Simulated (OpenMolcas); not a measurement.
# Levels of Ag³⁺ by method

```
Program             : OpenMolcas 26.06
Basis               : ANO-R2 [7s5p4d2f1g]
Scalar Hamiltonian  : X2C, finite nucleus
Active space        : 8 electrons in 5 orbitals (4d)
State averaging     : 2S+1 = 3 even, 10 roots; 2S+1 = 1 even, 15 roots
Spin-orbit coupling : RASSI with atomic mean-field integrals over the reference wave functions, term energies averaged over their components
```

Methods on the same reference wave functions:
A. CASSCF
B. SS-CASPT2, IPEA 0.25 Eh, imaginary shift 0.1 Eh (closed shells correlated: 4s 4p)

Energies in cm⁻¹ above 4d⁸ ³F₄, the measured ground level; measured values from the list in Gamrath, thesis, University of Mons (2023).

| Level | A | B | Measured |
| --- | --- | --- | --- |
| 4d⁸ ³F₄ | 0.0 | 0.0 | 0.0 |
| 4d⁸ ³F₃ | 3966 | 3990 | 4172 |
| 4d⁸ ³F₂ | 5964 | 5590 | 5830 |
| 4d⁸ ³P₁ | 19716 | 16030 | 15900 |
| 4d⁸ ³P₀ | 20057 | 16280 | 16092 |
| 4d⁸ ¹G₄ | 24228 | 20570 | 20570 |
| 4d⁸ ¹S₀ | 56319 | 47700 | 47139 |

Deviations, from unrounded energies. A percentage is the sum of absolute deviations over the sum of measured energies, with the sign that they share, or ± where signs differ.

| Against measurement | Levels | A | B |
| --- | --- | --- | --- |
| mean absolute deviation (cm-1) | 6 | 3500 | 220 |
| fine structure of the ground term (%) | 2 | ±3.4 | -4.2 |
| other terms of the ground configuration (%) | 4 | +20.7 | +0.9 |

B lies closest to measurement on these levels. The largest miss of B in the table is 4d⁸ ¹S₀, by +560 cm-1. The ranking rests on the paired levels alone, and a cruder setting can come out closer through cancelling errors.

From A to B the spin-free energies of the other terms of 4d⁸ shown, above ³F, scale by factors of 0.76 to 0.83, as is usual when dynamic correlation screens the repulsion within a d or f shell.

The lowest spin-free term lies below A's lowest term by 0.510 hartree in B.

CASPT2 breaks the degeneracy within a term, and the mean is taken; among the terms shown or strongly mixed into the levels shown the widest spread is 680 cm-1 (4d⁸ ³F, B). Without dynamic correlation excited terms often stand tens of per cent too high (terms of higher spin than the ground term too low), and those without a measured partner can miss by more than the paired ones (holds for A). Computed and measured levels are paired by configuration, term and J; levels that our copy of the source lacks, or whose pairing is in doubt (as where it misses far off the trend of its configuration), stay unpaired and out of the deviations. Levels of configurations outside the active space are missing. Levels that lie high or do not pair safely by name in every column are left out.
